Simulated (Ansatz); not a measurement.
`[BH2][GeH2][Br]` + H₂O → `[OH][GeH2][Br]` + BH₃ at 500 K and 1 bar (formal hydrolysis of a Ge–B bond).

Isolated molecules relaxed with PBE0-D4/def2-TZVP in Ansatz; ΔE leaves out vibrations. CCSD(T)/CBS adds triple-zeta CCSD(T) − MP2 to the extrapolated MP2 energy (def2 sets, frozen cores). This one scheme is used for every species. For Br, Ge outer-core shells are correlated without core-valence functions, which leaves a few kJ/mol of doubt a bond. Scalar relativity is left out up to krypton. One conformer a species, not always the lowest.

| species | CCSD(T)/CBS energy (Eh) | H − E (kJ/mol) | S (J/(mol·K)) |
| --- | --- | --- | --- |
| `[BH2][GeH2][Br]` | -4676.63012 | 132.3 | 380.2 |
| H₂O | -76.37941 | 73.2 | 206.3 |
| `[OH][GeH2][Br]` | -4726.46896 | 113.2 | 359.0 |
| BH₃ | -26.55200 | 86.8 | 208.8 |

H − E and S are ideal-gas, rigid-rotor, harmonic terms from PBE0-D4/def2-TZVP, for one conformer and one mirror image of each species. 1 Eh = 2625.50 kJ/mol, R = 8.31446 J/(mol·K).

Task: By hand: ΔE, ΔH, ΔS and ΔG.

Result: ΔE = (-4726.46896) + (-26.55200) − (-4676.63012) − (-76.37941) = -0.01143 Eh = -30.0 kJ/mol. Δ(H − E) = 113.2 + 86.8 − 132.3 − 73.2 = -5.5, so ΔH = -35.5 kJ/mol. ΔS = 359.0 + 208.8 − 380.2 − 206.3 = -18.7 J/(mol·K). ΔG = -35.5 − 500 × (-18.7)/1000 = -26.1 kJ/mol.

Task: By hand: the equilibrium constant, and the temperature at which ΔG would vanish if ΔH and ΔS stayed fixed.

Result: log₁₀ K = −ΔG/(RT ln 10) = 2.7. ΔG = 0 at ΔH/ΔS = 1898 K, though so small a ΔS makes that figure unsure.

ΔH outweighs TΔS. A doubt of 5 kJ/mol in ΔE shifts log₁₀ K by 0.5 here. Other conformers and mirror images would add mixing entropy, several J/(mol·K) or more a flexible species. These are equilibria of isolated gas molecules and say nothing of rates. Largest T1 diagnostic: 0.010 (customary marks: 0.02 for closed shells, 0.045 for open ones).
